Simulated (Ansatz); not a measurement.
Geometry optimisation, RKS BLYP/def2-SVP in Ansatz 0.2.0.

input.yaml

```yaml
crystal:
  periodic: [false, false, false]
  atoms:
    - { symbol: O, position_ang: [0.0606, -1.8941, 0.1132] }
    - { symbol: C, position_ang: [0.2224, -0.6339, 0.7809] }
    - { symbol: Cl, position_ang: [1.4463, -0.9589, 1.9875] }
    - { symbol: O, position_ang: [0.7992, 0.3594, -0.096] }
    - { symbol: Si, position_ang: [-0.3899, 1.2109, -0.9665] }
    - { symbol: F, position_ang: [-1.4839, 1.7789, 0.0886] }
    - { symbol: H, position_ang: [0.855, -2.3449, 0.2822] }
    - { symbol: H, position_ang: [-0.6426, -0.3168, 1.3149] }
    - { symbol: H, position_ang: [0.2722, 2.3852, -1.5687] }
    - { symbol: H, position_ang: [-1.0563, 0.363, -1.9332] }
basis:
  gaussian: { orbitals: def2-SVP }
hamiltonian:
  xc: blyp
relax:
  f_tol: 0.02
  max_steps: 40
scf:
  lower_state_search: "off"
output:
  orbitals: {}
```

Run as:

```bash
$ ansatz run input.yaml --threads 2 --pin off --max-ram 3072MiB --backend cpu --events-out ev --progress --plain --runs-dir out
```

**Question.** Where does it end, and by what steps?

**Answer.** The run converged. After 8 steps the energy has fallen by 0.566 eV; H7 moved furthest, 0.56 Å.

| step | energy less start (eV) | largest force component (eV/Å) | accepted |
| --- | --- | --- | --- |
| 0 | 0.0000 | 3.219 | yes |
| 1 | -0.3923 | 1.461 | yes |
| 2 | -0.4711 | 1.101 | yes |
| 3 | -0.5077 | 1.520 | yes |
| 4 | -0.5007 | 0.642 | no |
| 5 | -0.5579 | 0.342 | yes |
| 6 | -0.5651 | 0.152 | yes |
| 7 | -0.5656 | 0.044 | yes |
| 8 | -0.5659 | 0.008 | yes |

```xyz
10
Properties=species:S:1:pos:R:3
O 0.004 -1.885 0.255
C 0.249 -0.700 0.911
Cl 1.631 -0.875 2.144
O 0.619 0.344 0.053
Si -0.401 1.202 -0.980
F -1.584 1.905 -0.094
H 0.818 -2.134 -0.234
H -0.649 -0.457 1.510
H 0.463 2.244 -1.593
H -1.066 0.305 -1.969
```

Whether the end is a true minimum wasn't checked by a vibrational analysis.

Run time: 31 s on 2 threads of Arm Neoverse N1, with other jobs on the host, peak memory 0.17 GiB.
